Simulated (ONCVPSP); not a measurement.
## magnesium, ONCV: configuration errors across variants

```
Element                 : magnesium
Generator               : ONCVPSP 4.0.1
Type                    : optimised norm-conserving Vanderbilt (ONCV)
Functional              : PBEsol
Relativity              : fully relativistic
Frozen core             : [He] 2s2
Valence charge          : 8
Reference configuration : 2p6 3s2
Partial waves           : 3s: rc 2.65 bohr, ncon 3, nbas 6, qcut 2.4 1/bohr, 2 projectors, debl 2.7 Ha; 2p: rc 0.95 bohr, ncon 4, nbas 8, qcut 18.4 1/bohr, 3 projectors, debl 2.4 Ha; d scattering state at 0.36 Ha: rc 2.25 bohr, ncon 4, nbas 8, qcut 4.6 1/bohr, 2 projectors, debl 3.3 Ha
Local potential         : polynomial inside 0.70 bohr (lpopt 2, dvloc0 6 Ha)
Core correction         : polynomial model core, fcfact 0.2
```

Open shells are filled in proportion to 2j + 1.

All-electron excitation energies from the reference (eV): (1) 2p6 3s1 7.921; (2) 2p6 3s0 22.737; (3) 2p6 3s1.5 3.129; (4) 2p6 3s1 3p1 3.474.

3 further variants failed, have other tests or another functional or relativity, and are left out.

Errors AE − PS in meV (a dash: test not solved or not reliable):

| change | (1) | (2) | (3) | (4) | bound ghosts | GHOST(+) flags above zero |
| --- | --- | --- | --- | --- | --- | --- |
| base | -7.1 | -71 | -0.8 | -8.6 | none | s, d5/2, d3/2 |
| core correction polynomial model core, fcfact 1 | -7.2 | -71 | -0.8 | -8.7 | none | s, d5/2, d3/2 |
| core correction Teter function, parameters optimised by the program | -6.1 | -35 | -0.7 | -7.5 | none | s, d5/2, d3/2 |
| local potential polynomial inside 0.85 bohr (lpopt 2, dvloc0 0 Ha) | -7.0 | -71 | -0.8 | -8.6 | none | s, d5/2, d3/2 |
| s: nbas 7 | -8.1 | -82 | -0.9 | -9.6 | none | s, d5/2, d3/2 |

Q: Give the same row for: s: qcut 2.5; p: qcut 19.2; d: qcut 4.8.

A: -6.3, -63, -0.7, -7.9; bound ghosts: none; GHOST(+) flags above zero: s.
